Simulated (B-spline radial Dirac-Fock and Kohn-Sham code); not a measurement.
## X-ray form factors of iridium in several charge states

Level of theory: configuration-average Dirac-Fock orbitals; a radial B-spline solver.

Configurations: Ir⁴⁶⁺ [Ar] 3d10 4s2 4p1; Ir⁴⁷⁺ [Ar] 3d10 4s2; Ir⁴⁸⁺ [Ar] 3d10 4s1; Ir⁵²⁺ [Ar] 3d7. The first column is f₀ of Ir⁴⁶⁺, the others are differences from it.

| s (Å⁻¹) | Ir⁴⁶⁺ | Δ Ir⁴⁷⁺ | Δ Ir⁴⁸⁺ | Δ Ir⁵²⁺ |
| --- | --- | --- | --- | --- |
| 0 | 31.000 | -1.000 | -2.000 | -6.000 |
| 0.1 | 30.914 | -0.988 | -1.976 | -5.956 |
| 0.2 | 30.658 | -0.951 | -1.905 | -5.825 |
| 0.3 | 30.240 | -0.893 | -1.792 | -5.615 |
| 0.4 | 29.674 | -0.816 | -1.642 | -5.335 |
| 0.5 | 28.977 | -0.725 | -1.465 | -4.999 |
| 0.7 | 27.267 | -0.521 | -1.065 | -4.217 |
| 0.9 | 25.283 | -0.321 | -0.668 | -3.391 |
| 1.1 | 23.185 | -0.156 | -0.333 | -2.627 |
| 1.4 | 20.091 | -0.005 | -0.018 | -1.731 |

Values without a named source are computed, but for edge energies of neutral atoms, which are taken from tables.
